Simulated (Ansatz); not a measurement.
Born–Oppenheimer molecular dynamics of CH$_{7}$NSSi (11 atoms, charge 0, multiplicity 1). It starts at the highest image of a converged band, a first-order saddle point between two minima.

Level of theory: RKS r2SCAN-D4/6-31G* in Ansatz.

```
ensemble                      : NVE (velocity Verlet)
time step                     : 0.5 fs
steps asked                   : 200
starting velocities drawn for : 300 K
seed                          : 3945
```

First frame:

```xyz
11
Properties=species:S:1:pos:R:3
Si -0.275 1.454 0.106
N 0.550 -0.164 -0.224
C 0.002 -1.399 0.359
S -0.907 1.546 -1.871
H 0.010 0.231 -1.461
H -1.262 1.224 1.199
H 0.764 2.405 0.597
H 1.571 -0.148 -0.196
H -1.078 -1.415 0.177
H 0.176 -1.461 1.440
H 0.449 -2.273 -0.127
```

Question: How far do the bonds stretch over the last three quarters of this one trajectory? (Pairs bonded in most of those frames.)

Answer: 
```tsv
bond	mean (Å)	spread (Å)	shortest	longest
Si1–N2	1.733	0.028	1.70	1.79
Si1–S4	2.220	0.019	2.17	2.25
Si1–H6	1.498	0.057	1.41	1.59
Si1–H7	1.491	0.021	1.46	1.52
N2–C3	1.465	0.022	1.42	1.51
N2–H8	1.017	0.031	0.97	1.06
C3–H9	1.097	0.011	1.08	1.12
C3–H10	1.101	0.015	1.08	1.13
C3–H11	1.097	0.005	1.09	1.11
S4–H5	1.370	0.059	1.27	1.46
```

Mean temperature of the second half: 529 K. The conserved energy stayed within 0.24 meV per atom of its start (net change 0.13 meV per atom), so the integration is sound. The kinetic energy rose, since the run started high on the potential surface and went downhill. A run of 0.1 ps of so small a system gives no equilibrium averages. The orbitals stay closed-shell, which can raise the energy where a bond breaks towards radicals; this wasn't checked here.

Time of the run: 3.1 min on 2 threads of AMD EPYC 9R45 96-Core Processor (Zen 5), on a shared host, peak memory 0.17 GiB.
